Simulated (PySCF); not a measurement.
S⁻ (sulfur, charge -1) across methods

[Ne] 3s2 3p5, 2P determinant. Calculation: PySCF 2.14, in aug-cc-pVTZ-DK (6s5p3d2f, 50 functions); the spin-free X2C one-electron Hamiltonian (Gaussian nucleus).

| method | E (hartree) | mean ε 3s β (eV) | mean ε 3p α (eV) | mean ε 3p β (eV) | Σ⟨r²⟩ (bohr²) | ⟨S²⟩ |
| --- | --- | --- | --- | --- | --- | --- |
| HSE06 | -399.1640 | -9.716 | -0.249 | 0.524 | 43.97 | 0.756 |
| UHF | -398.62296 | -14.541 | -3.490 | -2.309 | 43.24 | 0.763 |
| BHandHLYP | -399.2873 | -11.840 | -1.635 | -0.822 | 43.69 | 0.756 |
| LC-wPBE | -399.1734 | -13.245 | -3.235 | -2.433 | 42.68 | 0.756 |
| PBE0 | -399.1455 | -10.119 | -0.648 | 0.132 | 43.93 | 0.756 |
| r2SCAN | -399.2554 | -8.662 | 0.198 | 0.985 | 44.08 | 0.758 |
| CAM-B3LYP | -399.3040 | -11.768 | -1.914 | -1.165 | 44.14 | 0.755 |
| LDA | -397.8959 | -8.562 | 0.343 | 1.035 | 45.30 | 0.753 |
| PBE | -399.1163 | -8.393 | 0.449 | 1.137 | 45.14 | 0.755 |

The highest occupied level is positive at HSE06, PBE0, r2SCAN, LDA, PBE: only the finite basis holds that electron, which in a density functional comes from self-interaction.
